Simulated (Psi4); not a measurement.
Internal rotation in SMILES O[SiH2][SiH2]O[SiH3] (H8O2Si3). Scanned: dihedral H6–O1–Si2–Si3; all other coordinates were relaxed at GFN2-xTB. Points at φ and −φ are mirror images. Heavy atoms are numbered in the order of the SMILES O[SiH2][SiH2]O[SiH3], hydrogens after them in the order of the atoms that carry them; the mirror image has the same energies with the sign of each dihedral reversed.

Computed with: PBE/def2-TZVP // GFN2-xTB (Psi4); PBE-D3(BJ)/def2-TZVP // GFN2-xTB (Psi4); wB97X-D/def2-TZVP // GFN2-xTB (Psi4); MP2/cc-pVTZ = DF-MP2 (frozen core)/cc-pVTZ // GFN2-xTB in Psi4.

Energies relative to the lowest point of each profile, in eV; the last columns give the difference from MP2:

```csv
φ / °,PBE/def2-TZVP,PBE-D3(BJ)/def2-TZVP,wB97X-D/def2-TZVP,MP2/cc-pVTZ,PBE/def2-TZVP − MP2/cc-pVTZ,PBE-D3(BJ)/def2-TZVP − MP2/cc-pVTZ,wB97X-D/def2-TZVP − MP2/cc-pVTZ
-160,0.002,0.002,0.002,0.004,-0.002,-0.002,-0.002
-140,0.009,0.009,0.009,0.016,-0.007,-0.007,-0.006
-120,0.012,0.013,0.015,0.024,-0.012,-0.011,-0.009
-100,0.009,0.010,0.016,0.024,-0.015,-0.014,-0.008
-80,0.006,0.006,0.017,0.022,-0.016,-0.016,-0.005
-60,0.008,0.008,0.021,0.025,-0.017,-0.017,-0.004
-40,0.017,0.016,0.029,0.035,-0.017,-0.018,-0.005
-20,0.029,0.028,0.038,0.047,-0.017,-0.019,-0.008
0,0.035,0.034,0.043,0.053,-0.017,-0.019,-0.010
20,0.029,0.028,0.038,0.047,-0.017,-0.019,-0.008
40,0.017,0.016,0.029,0.035,-0.017,-0.018,-0.005
60,0.008,0.008,0.021,0.025,-0.017,-0.017,-0.004
80,0.006,0.006,0.017,0.022,-0.016,-0.016,-0.005
100,0.009,0.010,0.016,0.024,-0.015,-0.014,-0.008
120,0.012,0.013,0.015,0.024,-0.012,-0.011,-0.009
140,0.009,0.009,0.009,0.016,-0.007,-0.007,-0.006
160,0.002,0.002,0.002,0.004,-0.002,-0.002,-0.002
180,0.000,0.000,0.000,0.000,0.000,0.000,0.000
```

PBE/def2-TZVP is furthest from MP2/cc-pVTZ at -20 (-0.017 eV, below); its mean absolute difference over the points is 0.012 eV.

PBE-D3(BJ)/def2-TZVP is furthest from MP2/cc-pVTZ at 0 (-0.019 eV, below); its mean absolute difference over the points is 0.013 eV.

wB97X-D/def2-TZVP is furthest from MP2/cc-pVTZ at 0 (-0.010 eV, below); its mean absolute difference over the points is 0.006 eV.
